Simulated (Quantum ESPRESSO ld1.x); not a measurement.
Problem. The mean radii <r> (bohr) of the occupied orbitals of an atom or ion are listed with their occupations. All-electron calculation, Dirac Kohn-Sham, BLYP, spin-unpolarised, spherical densities, point nucleus. Program: ld1.x of Quantum ESPRESSO 7.5.

| orbital | occ. | <r> |
|---|---|---|
| 1s1/2 | 2 | 0.01773 |
| 2s1/2 | 2 | 0.07424 |
| 2p1/2 | 2 | 0.06130 |
| 2p3/2 | 4 | 0.06949 |
| 3s1/2 | 2 | 0.1933 |
| 3p1/2 | 2 | 0.1835 |
| 3p3/2 | 4 | 0.1986 |
| 3d3/2 | 4 | 0.1734 |
| 3d5/2 | 6 | 0.1781 |
| 4s1/2 | 2 | 0.4317 |
| 4p1/2 | 2 | 0.4357 |
| 4p3/2 | 4 | 0.4693 |
| 4d3/2 | 4 | 0.4825 |
| 4d5/2 | 6 | 0.4938 |
| 5s1/2 | 2 | 1.007 |
| 5p1/2 | 2 | 1.100 |
| 4f5/2 | 6 | 0.5527 |
| 4f7/2 | 8 | 0.5609 |
| 5p3/2 | 4 | 1.202 |
| 5d3/2 | 4 | 1.783 |
| 6s1/2 | 2 | 3.004 |
| 5d5/2 | 2 | 1.871 |

Name the element and its charge. Open shells, if any, fill j = l - 1/2 first.

Solution. Z = 76, osmium, charge 0: Os in [Xe] 4f14 5d6 6s2. The 1s radius gives Z: for a bare nucleus <r> = (2 gamma + 1)/(2Z) with gamma = sqrt(1 - (Z/c)^2), 0.01753 bohr for Z = 76, and screening makes it slightly larger (0.01773 here). The occupations add up to 76, and the charge is Z minus that.
